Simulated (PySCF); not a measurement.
FGeH5SSi. Atoms are numbered in the order given.

```xyz
9

Si     1.8441     0.0460    -0.1445
F      1.4259    -0.4030    -1.6567
S      0.2329     1.1071     0.7181
Ge    -1.3297    -0.3865     0.1536
H      2.1468    -1.2088     0.5872
H      3.0162     0.9516    -0.2094
H     -2.4521    -0.2315     1.1837
H     -1.8347    -0.0895    -1.2598
H     -0.7025    -1.7846     0.2275
```
Charge 0, spin multiplicity 1.

Geometry: ωB97X-D3(BJ)/def2-SVP. The structure was generated by enumeration, and PubChem lists no compound with its InChIKey, so it may never have been made. One conformer was computed; it need not be the lowest.

The numbers are results of TDA-PBE/def2-SVPD run with PySCF, not measurements.

Vertical excitations. The molecule is in vacuum.

Computed UV-visible absorptions:
```
state  energy (eV)  λ (nm)      f                          main pairs
-----  -----------  ------  -----  ----------------------------------
S1            5.22     238  0.011                      HOMO→LUMO 99 %
S2            5.74     216  0.010                    HOMO→LUMO+1 93 %
S3            5.92     209  0.012                    HOMO→LUMO+2 93 %
S4            6.45     192  0.008                    HOMO→LUMO+3 93 %
S5            6.61     188  0.017  HOMO−1→LUMO 79 %, HOMO→LUMO+4 13 %
S6            6.78     183  0.020  HOMO→LUMO+4 73 %, HOMO−2→LUMO 13 %
S7            6.98     178  0.092                    HOMO−2→LUMO 75 %
S8            7.04     176  0.006  HOMO→LUMO+5 53 %, HOMO→LUMO+6 35 %
S9            7.08     175  0.004  HOMO→LUMO+6 64 %, HOMO→LUMO+5 26 %
S10           7.15     173  0.018                  HOMO−1→LUMO+1 81 %
T1            4.84     256      0                      HOMO→LUMO 99 %
T2            5.46     227      0                    HOMO→LUMO+1 97 %
T3            5.62     221      0                    HOMO→LUMO+2 96 %
T4            6.15     201      0  HOMO→LUMO+3 65 %, HOMO−1→LUMO 31 %
```
Triplets are in the Tamm–Dancoff approximation.
